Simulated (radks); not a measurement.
Question: The magnesium ion Mg7+ is in [He] 2s2 2p1. Method: scalar-relativistic Kohn-Sham, PBEsol, spin-polarised, spherical densities, finite nucleus; Fermi nuclear charge, rms radius of each element as measured or else 0.836 A^(1/3) + 0.57 fm; computed with a radial shooting solver on a logarithmic mesh with Libxc functionals. Open shells are filled with parallel spins first. One electron is removed from 2s, 2p, 1s in turn, with full relaxation. Which removal costs least, and what does each cost?

Answer: 2p 265.61 eV; 2s 281.62 eV; 1s 1574.1 eV. The 2p electron leaves first.
